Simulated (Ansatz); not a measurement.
Geometry optimisation, Ansatz 0.2.0, RHF/def2-SVP.

Input:

```yaml
crystal:
  periodic: [false, false, false]
  atoms:
    - { symbol: Al, position_ang: [0.0, 0.0, 0.0] }
    - { symbol: H, position_ang: [0.0, 0.0, 1.91] }
    - { symbol: O, position_ang: [1.5415, 0.0, -0.89] }
    - { symbol: Si, position_ang: [2.3874, -1.376, -1.352] }
    - { symbol: H, position_ang: [1.4599, -2.3514, -1.9176] }
    - { symbol: H, position_ang: [3.3882, -1.0195, -2.3535] }
    - { symbol: H, position_ang: [3.0504, -1.9546, -0.187] }
    - { symbol: O, position_ang: [-1.5415, 0.0, -0.89] }
    - { symbol: Si, position_ang: [-2.6907, -1.2238, -0.8267] }
    - { symbol: H, position_ang: [-2.2881, -2.2198, 0.162] }
    - { symbol: H, position_ang: [-3.9833, -0.6595, -0.4496] }
    - { symbol: H, position_ang: [-2.8007, -1.8572, -2.1376] }
    - { symbol: S, position_ang: [0.1147, 2.4267, 0.8072] }
    - { symbol: H, position_ang: [0.6673, 2.4659, 2.093] }
    - { symbol: H, position_ang: [0.0463, 0.9785, 1.9592] }
basis:
  gaussian: { orbitals: def2-SVP }
hamiltonian:
  xc: hf
relax:
  f_tol: 0.15
  max_steps: 25
  restrain:
    - { distance: [0, 12], at: 2.26, k: 30.0 }
    - { distance: [14, 1], at: 0.66, k: 30.0 }
    - { distance: [0, 1], at: 2.76, k: 30.0 }
    - { distance: [14, 12], at: 2.6, k: 30.0 }
output:
  orbitals: {}
```

Launched with:

```bash
$ ansatz run input.yaml --threads 4 --pin off --max-ram 5120MiB --backend cpu --events-out ev --progress --plain --runs-dir out
```

**Question.** Where does it end, and by what steps?

**Answer.** The run converged. The restraints hold the end off the free minimum; the threshold counts their pulls, which the force column leaves out. Restrained pairs: Al1–S13 (2.56 → 2.23 Å), H2–H15 (0.98 → 0.71 Å), Al1–H2 (1.91 → 2.76 Å), S13–H15 (1.85 → 2.62 Å). After 13 steps the energy has fallen by 4.001 eV (the restraints' own energy left out); H14 moved furthest, 1.54 Å.

```json
{"step": "0", "energy less start (eV)": "0.0000", "largest force component (eV/Å)": "4.401", "accepted": "yes"}
{"step": "1", "energy less start (eV)": "-1.2157", "largest force component (eV/Å)": "5.101", "accepted": "yes"}
{"step": "2", "energy less start (eV)": "-2.1612", "largest force component (eV/Å)": "3.979", "accepted": "yes"}
{"step": "3", "energy less start (eV)": "-3.0366", "largest force component (eV/Å)": "3.492", "accepted": "yes"}
{"step": "4", "energy less start (eV)": "-3.5998", "largest force component (eV/Å)": "2.047", "accepted": "yes"}
{"step": "5", "energy less start (eV)": "-3.7191", "largest force component (eV/Å)": "0.867", "accepted": "yes"}
{"step": "6", "energy less start (eV)": "-3.8136", "largest force component (eV/Å)": "1.238", "accepted": "yes"}
{"step": "7", "energy less start (eV)": "-3.8776", "largest force component (eV/Å)": "1.437", "accepted": "yes"}
{"step": "8", "energy less start (eV)": "-3.9291", "largest force component (eV/Å)": "1.545", "accepted": "yes"}
{"step": "9", "energy less start (eV)": "-3.9529", "largest force component (eV/Å)": "1.523", "accepted": "yes"}
{"step": "10", "energy less start (eV)": "-3.9851", "largest force component (eV/Å)": "1.600", "accepted": "yes"}
{"step": "11", "energy less start (eV)": "-3.9896", "largest force component (eV/Å)": "1.446", "accepted": "yes"}
{"step": "12", "energy less start (eV)": "-3.9888", "largest force component (eV/Å)": "1.225", "accepted": "no"}
{"step": "13", "energy less start (eV)": "-4.0010", "largest force component (eV/Å)": "1.595", "accepted": "yes"}
```

```xyz
15
Properties=species:S:1:pos:R:3
Al -0.091 0.382 -0.241
H 0.037 -0.374 2.410
O 1.345 -0.358 -0.686
Si 2.596 -1.273 -1.214
H 2.092 -2.455 -1.951
H 3.459 -0.480 -2.119
H 3.405 -1.737 -0.064
O -1.580 -0.337 -0.506
Si -2.967 -1.164 -0.776
H -3.005 -2.377 0.073
H -4.139 -0.320 -0.456
H -3.045 -1.574 -2.197
S -0.055 2.409 0.696
H 1.275 2.542 0.685
H 0.025 0.326 2.275
```

Run time: 25 s on 4 threads of Arm Neoverse V2, on a shared host, peak memory 0.38 GiB.
